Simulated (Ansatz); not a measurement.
`C[SiH2][SnH3]` + `FCS` → `FC[S][SnH3]` + `C[SiH3]`  (cleavage of the Sn–Si bond)

Calculated with Ansatz (gas phase, PBE0-D4/def2-TZVP geometries, no zero-point term in ΔE). CBS: MP2 limit from def2 TZ/QZ plus the TZ coupled-cluster correction, frozen cores. This one scheme is used for every species. DFT in def2-TZVPP. B3LYP here is the variant with VWN-RPA as its local correlation; programs differ in this. def2 core potentials past Kr. For Sn outer-core shells are correlated without core-valence functions, which leaves a few kJ/mol of doubt a bond. Each species was taken in one conformer, which may not be the lowest.

`C[SiH2][SnH3]`:

Z-matrix (Å, degrees):
```
C
Si 1 1.876
H 1 1.092 2 110.8
H 1 1.092 2 110.6 3 120.0
H 1 1.092 2 110.8 3 -120.0
Sn 2 2.563 1 111.5 3 60.0
H 2 1.490 1 110.3 3 -179.3
H 2 1.490 1 110.3 3 -60.7
H 6 1.711 2 111.0 1 -59.8
H 6 1.711 2 111.0 1 59.4
H 6 1.708 2 111.9 1 179.8
```

`FCS`:

Z-matrix (Å, degrees):
```
C
S 1 1.789
F 1 1.375 2 113.1
H 1 1.090 2 110.8 3 121.5
H 1 1.092 2 106.3 3 -118.9
H 2 1.342 1 96.6 3 -76.4
```

`FC[S][SnH3]`:

```xyz
9

F    -0.355   -1.458    1.416
C    -1.138   -0.373    1.089
S    -0.181    1.134    0.879
Sn    1.104    0.475   -1.052
H    -1.834   -0.190    1.910
H    -1.687   -0.624    0.179
H     1.594    1.922   -1.804
H     2.452   -0.452   -0.582
H     0.046   -0.434   -2.035
```

`C[SiH3]`:

Cartesian coordinates in Å:
```
C -0.070 0.000 -0.985
Si 0.062 0.000 0.881
H -0.101 1.021 -1.371
H -0.977 -0.514 -1.309
H 0.787 -0.507 -1.434
H 1.298 0.703 1.321
H 0.108 -1.392 1.405
H -1.107 0.689 1.492
```

**Question.** Is it downhill or uphill in electronic energy at CCSD(T)/CBS, and by how much? (An estimate is asked.)

**Answer.** Computed: Downhill: ΔE = -32.5 kJ/mol.

**Question.** What do these levels give: PBE0-D4, B3LYP, CCSD/def2-TZVPP, CCSD(T)/def2-TZVPP, HF/def2-QZVPP, MP2/def2-QZVPP? (Estimate.)

**Answer.** Computed: PBE0-D4 -25.2, B3LYP -30.4, CCSD/def2-TZVPP -30.0, CCSD(T)/def2-TZVPP -30.5, HF/def2-QZVPP -40.8, MP2/def2-QZVPP -36.1 kJ/mol.

Largest T1 diagnostic among the species: 0.013.

In def2-TZVPP, CCSD(T) changes the Hartree–Fock value by +9.7 kJ/mol (the triples alone add −0.6 kJ/mol) and MP2 by +5.5 kJ/mol.
